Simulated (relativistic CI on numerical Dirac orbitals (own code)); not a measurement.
## Hyperfine structure of Xe15+, mass number 131

Computed by Dirac-Coulomb-Breit CI, orbitals from a KLI potential per configuration, model QED, unscaled Slater integrals (own radial code, finite nucleus).

Configurations in the expansion (outside the closed core [Ar] 3d10): 4s²4p⁶4d³, 4s²4p⁵4d⁴, 4s²4p⁶4d²4f, 4s4p⁶4d⁴, 4s²4p⁶4d²5s, 4s²4p⁶4d²5p, 4s4p⁶4d³4f, 4s²4p⁶4d4f5s, 4s²4p⁶4d²5d, 4s²4p⁶4d5s5p, 4s²4p⁶4d4f², 4s²4p⁶4f³, 4s²4p⁶4f²5s, 4s²4p⁶4f²5p, 4s4p⁶4d4f³, 4p⁶4d⁵, 4p⁵4d⁶, 4s²4p⁶4d5s², 4s²4p⁶4f5s², 4s²4p⁶5s²5p, 4s4p⁶4d4f5s². Double excitations out of closed p, d and f shells are left out; levels of such configurations are missing from the list, as are those of other unlisted configurations, and high levels can miss mixing partners. These lack a partner that the ground configuration has and come out too high: 4s²4p⁶4d²5d.

Nuclear spin I = 3/2, μ = 0.69185 μN, Q = -0.114 b (tables of Stone and Pyykkö). The electronic factors are computed for point nuclear moments, without core polarisation or the Bohr-Weisskopf and QED corrections.

| Level | E (eV) | A (MHz) | B (MHz) |
| --- | --- | --- | --- |
| 4s²4p⁶4d³ ⁴F3/2 | 0.0000 | 2472 | 204 |
| 4s²4p⁶4d³ ⁴F5/2 | 1.4083 | 1447 | 157 |
| 4s²4p⁶4d³ ⁴F7/2 | 2.6183 | 1262 | 139 |
| 4s²4p⁶4d³ ⁴F9/2 | 3.5181 | 1333 | 74.9 |
| 4s²4p⁶4d³ ⁴P3/2 | 3.6524 | 1249 | 231 |
| 4s²4p⁶4d³ ⁴P1/2 | 4.1475 | -1098 |  |
| 4s²4p⁶4d³ ²G7/2 | 5.7332 | 1584 | -205 |
| 4s²4p⁶4d³ ⁴P5/2 | 5.8678 | 491.6 | -354 |

Levels with J = 0, under 50 % of one LS term, or S terms without an open s electron are left out. Small factors come from cancelling terms and can be off by tens of per cent or more.

At this charge energies of transitions that change n are usually good to better than 1 %, and those within a shell (Δn = 0) to a few per cent. Terms inside the open d or f shell come out 10 to 20 % too wide with unscaled integrals. Levels and lines within the n = 5 or 6 shells can be off by up to 10 % or somewhat more, and those that change n by about 2 %, since core polarisation is missing.

(1) Give the hyperfine levels of 4s²4p⁶4d³ ⁴F3/2 relative to its centre of gravity.

Results:

(1) With K = F(F + 1) − I(I + 1) − J(J + 1), E = AK/2 + B[¾K(K + 1) − I(I + 1)J(J + 1)]/[2I(2I − 1)J(2J − 1)]: F = 0: -9015, F = 1: -6747, F = 2: -2007, F = 3: 5613 MHz.

LS names give the leading component of a level, which can be under half, so a name can repeat, a term be missing and a line seem to break the LS rules.
